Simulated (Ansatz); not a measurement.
C2H6O2Si, SMILES `OC(O)=C[SiH3]`: the same geometry under several functionals.

```yaml
crystal:
  periodic: [false, false, false]
  atoms:
    - {symbol: O, position_ang: [-1.298104, -0.224433, 1.138837]}
    - {symbol: C, position_ang: [0.030303, -0.116692, 1.037349]}
    - {symbol: O, position_ang: [0.604492, -0.206315, 2.254983]}
    - {symbol: C, position_ang: [0.652683, 0.054903, -0.134192]}
    - {symbol: Si, position_ang: [-0.242472, 0.165407, -1.740769]}
    - {symbol: H, position_ang: [-1.529719, -0.336348, 2.067162]}
    - {symbol: H, position_ang: [1.557934, -0.123582, 2.159599]}
    - {symbol: H, position_ang: [1.734345, 0.129863, -0.112817]}
    - {symbol: H, position_ang: [-1.188515, 1.314325, -1.788112]}
    - {symbol: H, position_ang: [0.767937, 0.351323, -2.817295]}
    - {symbol: H, position_ang: [-1.023584, -1.065451, -2.044044]}
basis:
  gaussian: {orbitals: def2-TZVPP}
hamiltonian: {xc: {name: r2SCANh}, dispersion: d4}
output: {orbitals: {seedname: orbitals}}
```

```sh
$ ansatz run in.yaml --threads 4 --pin off --events-out ev --progress --plain --max-ram 10444MiB
```

Shortened log:

```
Functional definition: r2SCANh
1304 factors; their error is unknown
mean field evaluation 1: about -14133.0840 eV, gradient 6.7e1 eV
mean field evaluation 2: about -14128.1545 eV, gradient 8.0e1 eV
mean field evaluation 4: about -14141.4636 eV, gradient 4.9e0 eV
mean field evaluation 8: about -14141.5138 eV, gradient 2.1e-1 eV
mean field evaluation 16: about -14141.5077 eV, gradient 2.5e-4 eV
mean field -14141.50765329 eV, -519.6908208001 hartree, gradient 1.8e-5 eV, S^2 0.000000; 0 other end points of the search recorded, 0 dependent functions left out
reference -14141.50766469 eV, -519.6908212193 hartree; 24, 24 occupied and 226, 226 virtual orbitals, 1304 factors
Total energy: -14141.56387699 eV, -519.6928869832 hartree
```

Run time 5.5 s (4 threads of an Arm Neoverse V2 on a shared host); peak host memory 0.59 GiB.

With the line `hamiltonian: {xc: {name: B3LYP}, dispersion: d4}` and forces (abridged; 4.6 s):

```
Functional definition: B3LYP
mean field evaluation 16: about -14146.6205 eV, gradient 9.9e-5 eV
mean field -14146.62050484 eV, -519.8787146292 hartree, gradient 1.9e-5 eV, S^2 0.000000
Total energy: -14146.96380799 eV, -519.8913307873 hartree
Atom 0 force    -0.346879    -0.030590     0.061521 eV/Å
Atom 1 force     0.180159     0.046259    -0.307130 eV/Å
Atom 2 force     0.188208    -0.017356     0.296261 eV/Å
Atom 3 force     0.095387     0.009217    -0.025438 eV/Å
Atom 4 force    -0.060411     0.014588    -0.174252 eV/Å
Atom 5 force    -0.069844    -0.006672     0.005043 eV/Å
Atom 6 force     0.034876    -0.004384     0.057005 eV/Å
Atom 7 force    -0.061490    -0.004737     0.003634 eV/Å
Atom 8 force     0.056848    -0.073201     0.002448 eV/Å
Atom 9 force    -0.063536    -0.011001     0.062060 eV/Å
Atom 10 force     0.046682     0.077877     0.018849 eV/Å
Dipole moment:     0.272303    -0.037549     0.553547 e Å
```

The same input with `hamiltonian: {xc: {name: LC-wPBE}}` (abridged; 2.5 s):

```
Functional definition: LC-wPBE
mean field evaluation 16: about -14139.6005 eV, gradient 7.5e-5 eV
mean field -14139.60050224 eV, -519.6207342919 hartree, gradient 7.5e-5 eV, S^2 0.000000
Total energy: -14139.60050225 eV, -519.6207342922 hartree
```

Changing it to `hamiltonian: {xc: {name: wB97M-V}}` and forces (abridged; 11 s):

```
Functional definition: wB97M-V
mean field evaluation 16: about -14143.0402 eV, gradient 1.5e-4 eV
mean field -14143.04018271 eV, -519.7471402177 hartree, gradient 5.4e-5 eV, S^2 0.000000
Total energy: -14143.04023333 eV, -519.7471420779 hartree
Atom 0 force    -0.256816    -0.024568     0.069979 eV/Å
Atom 1 force     0.211549     0.049309    -0.313741 eV/Å
Atom 2 force     0.160041    -0.008410     0.196316 eV/Å
Atom 3 force     0.039615    -0.002846     0.049096 eV/Å
Atom 4 force    -0.118771     0.009799    -0.167723 eV/Å
Atom 5 force    -0.006011     0.003817    -0.053085 eV/Å
Atom 6 force    -0.057135    -0.006806     0.015298 eV/Å
Atom 7 force    -0.061994    -0.007760     0.031547 eV/Å
Atom 8 force     0.109616    -0.130365     0.010485 eV/Å
Atom 9 force    -0.111338    -0.020802     0.122222 eV/Å
Atom 10 force     0.091244     0.138633     0.039606 eV/Å
Dipole moment:     0.271465    -0.038424     0.561211 e Å
```

With the line `hamiltonian: {xc: pbe0, dispersion: d4}` (abridged; 2.8 s):

```
Functional definition: PBE0
mean field evaluation 16: about -14135.6156 eV, gradient 4.2e-5 eV
mean field -14135.61556165 eV, -519.4742904264 hartree, gradient 4.2e-5 eV, S^2 0.000000
Total energy: -14135.79512429 eV, -519.4808892315 hartree
```

Changing it to `hamiltonian: {xc: {name: r2SCAN0}, dispersion: d4}` (abridged; 5 s):

```
Functional definition: r2SCAN0
mean field evaluation 16: about -14140.9318 eV, gradient 5.3e-5 eV
mean field -14140.93179769 eV, -519.6696584974 hartree, gradient 5.2e-5 eV, S^2 0.000000
Total energy: -14140.99374388 eV, -519.6719349776 hartree
```

B3LYP takes the VWN-RPA correlation (the form of Gaussian; ORCA's B3LYP/G).
